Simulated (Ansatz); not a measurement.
Saddle point of BH5SO3, singlet (BH₃O₃ ([OH][B]([OH])[OH]) + H₂S → BH₃SO₂ ([OH][B]([OH])[SH]) + H₂O; bonds formed: B1–S6, O2–H5; bonds broken: B1–O2, H5–S6), PBE0-D4/def2-TZVP structure:

```xyz
10
angstrom
B -0.1537 0.0142 -0.3660
O 1.0709 0.9112 -0.3185
O 0.1112 -1.0595 -1.2008
O -1.3137 0.7562 -0.3365
H 1.2242 0.4349 0.7389
S 0.3671 -0.6440 1.7328
H 1.7312 0.5818 -0.9427
H -0.6518 -1.5934 -1.4232
H -2.1108 0.2361 -0.2314
H -0.2745 0.3626 2.3472
```

Energies are electronic, without zero-point energy. Barriers and step energies count from the start structure reached by relaxing down the imaginary mode; all methods use the PBE0-D4 structures, on which another method's saddle can fall below an end. Computed with Ansatz 0.2.0 (basis: def2-TZVPP, with def2-QZVPP for the basis limit); correlated methods freeze the cores. B3LYP uses VWN-RPA correlation. Extrapolation: Hartree–Fock as exp(−7.88 √X), correlation as X^−2.97.

```tsv
method	barrier (kJ/mol)	step energy (kJ/mol)
SPW92	?	45.1
PBE-D4	?	40.1
BLYP-D4	137.9	47.1
r2SCAN-D4	126.3	47.7
B97M-V	149.8	50.7
PBE0-D4	129.2	44.5
B3LYP-D4	148.8	50.9
r2SCAN0-D4	136.4	50.1
BHLYP-D4	167.6	56.5
CAM-B3LYP-D4	153.7	55.8
wB97X-V	148.0	49.7
wB97M-V	143.8	50.4
B2PLYP	153.9	51.9
PBE-QIDH	140.2	47.6
RPA on PBE	153.1	51.0
HF	?	68.1
MP2	141.8	46.3
CCSD	165.6	54.0
CCSD(T)	152.4	50.4
```

**Question.** Fill in the withheld barriers. (An estimate is asked for; the value comes from the calculation.)

**Answer.** By the calculation: SPW92 81.2; HF 221.0; PBE-D4 114.2 kJ/mol. Each is the energy of the saddle less that of the start structure, by the same method.

For comparison, the barrier by CCSD(T) at an estimated basis limit (MP2 extrapolated from triple and quadruple zeta, plus CCSD(T) − MP2 in triple zeta) is 151.7 kJ/mol.

The T1 diagnostic stays at or below 0.013.

Labels in which every atom is bracketed show which atoms are joined, not bond orders.

For scale, one of the runs: CCSD(T)/def2-TZVPP, 236 basis functions, launched by `ansatz run in.yaml --threads 4 --pin off --events-out ev --progress --plain --max-ram 9574MiB`. The run took 2.2 min on 4 CPU threads of an Arm Neoverse V1 (shared host), with 4.6 GiB of host memory at its peak.
